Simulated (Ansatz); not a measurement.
Program: Ansatz. Geometries: PBE0-D4/def2-TZVP. ΔE: electronic, gas phase. CCSD(T)/CBS adds triple-zeta CCSD(T) − MP2 to the extrapolated MP2 energy (def2 sets, frozen cores). This one scheme is used for every species. Functionals use def2-TZVPP. B3LYP here is the variant with VWN-RPA as its local correlation; programs differ in this. HSE06 is defined as in plane-wave codes. Elements past krypton have def2 core potentials. For W outer-core shells are correlated without core-valence functions, which leaves a few kJ/mol of doubt a bond. One conformer a species, not always the lowest.

`[NH]=[W](=[NH])([OH])[Cl]` + CH₄ → `[CH3][W](=[NH])(=[NH])[OH]` + HCl  (formal exchange of groups at a W–Cl bond)

```json
{"level": "BLYP-D4", "ΔE (kcal/mol)": "35.2", "difference from CCSD(T)/CBS": "1.8"}
{"level": "PBE0-D4", "ΔE (kcal/mol)": "34.4", "difference from CCSD(T)/CBS": "1.0"}
{"level": "CAM-B3LYP-D4", "ΔE (kcal/mol)": "34.4", "difference from CCSD(T)/CBS": "1.0"}
{"level": "ωB97M-V", "ΔE (kcal/mol)": "33.5", "difference from CCSD(T)/CBS": "0.1"}
{"level": "B3LYP", "ΔE (kcal/mol)": "35.4", "difference from CCSD(T)/CBS": "2.0"}
{"level": "r2SCAN0", "ΔE (kcal/mol)": "35.4", "difference from CCSD(T)/CBS": "2.0"}
{"level": "HSE06", "ΔE (kcal/mol)": "34.6", "difference from CCSD(T)/CBS": "1.2"}
{"level": "BHLYP", "ΔE (kcal/mol)": "35.3", "difference from CCSD(T)/CBS": "1.9"}
{"level": "CCSD(T)/def2-TZVPP", "ΔE (kcal/mol)": "32.9", "difference from CCSD(T)/CBS": "-0.5"}
{"level": "HF/def2-QZVPP", "ΔE (kcal/mol)": "35.3", "difference from CCSD(T)/CBS": "1.9"}
{"level": "CCSD(T)/CBS", "ΔE (kcal/mol)": "33.4", "difference from CCSD(T)/CBS": "0"}
```

Largest T1 diagnostic among the species: 0.020, so the coupled-cluster value is less sure than usual.

Leaving LDA and LC-ωPBE aside and taking each functional with its dispersion term where it has one, the values, not all of them listed here, spread over 3.6 kcal/mol, from ωB97M-V to B97M-V. LDA lies −1.3 kcal/mol from PBE without D4.
